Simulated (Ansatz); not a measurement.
Geometry optimisation, Ansatz, RKS PBE-D4/def2-SVP.

input.yaml

```yaml
crystal:
  periodic: [false, false, false]
  atoms:
    - { symbol: F, position_ang: [-1.8909, 1.0036, -0.2129] }
    - { symbol: C, position_ang: [-0.727, 1.26, -0.8012] }
    - { symbol: Si, position_ang: [0.1759, -0.3181, -0.8744] }
    - { symbol: Si, position_ang: [0.5364, -1.0607, 1.2918] }
    - { symbol: Br, position_ang: [1.6054, 0.4056, 2.4692] }
    - { symbol: H, position_ang: [-0.2115, 2.047, -0.2153] }
    - { symbol: H, position_ang: [-0.8756, 1.6691, -1.7967] }
    - { symbol: H, position_ang: [-0.4611, -1.3176, -1.7002] }
    - { symbol: H, position_ang: [1.5464, -0.0906, -1.4519] }
    - { symbol: H, position_ang: [1.225, -2.3493, 1.3323] }
    - { symbol: H, position_ang: [-0.8576, -1.306, 1.9798] }
basis:
  gaussian: { orbitals: def2-SVP }
hamiltonian:
  xc: pbe
  dispersion: d4
relax:
  f_tol: 0.015
  max_steps: 40
```

Command:

```bash
$ ansatz run input.yaml --threads 2 --pin off --max-ram 3072MiB --backend cpu --events-out ev --progress --plain --runs-dir out
```

Task: Where does it end, and by what steps?

Result: It converged. After 11 steps the energy has fallen by 0.429 eV; Br5 moved furthest, 0.27 Å.

```tsv
step	energy less start (eV)	largest force component (eV/Å)	accepted
0	0.0000	2.877	yes
1	-0.3642	0.865	yes
2	-0.4128	0.298	yes
3	-0.4215	0.104	yes
4	-0.4238	0.039	yes
5	-0.4262	0.072	yes
6	-0.4272	0.066	yes
7	-0.4164	0.334	no
8	-0.4282	0.023	yes
9	-0.4285	0.026	yes
10	-0.4284	0.022	no
11	-0.4287	0.008	yes
```

```xyz
11
Properties=species:S:1:pos:R:3
F -1.839 1.076 -0.016
C -0.690 1.302 -0.779
Si 0.247 -0.364 -0.919
Si 0.452 -1.136 1.290
Br 1.391 0.570 2.435
H -0.055 2.061 -0.269
H -0.982 1.709 -1.773
H -0.538 -1.336 -1.759
H 1.608 -0.156 -1.532
H 1.349 -2.336 1.426
H -0.877 -1.446 1.916
```

Whether the end is a true minimum wasn't checked by a vibrational analysis.

Time of the run: 37 s on 2 threads of Arm Neoverse V1, on a shared host, peak memory 0.18 GiB.
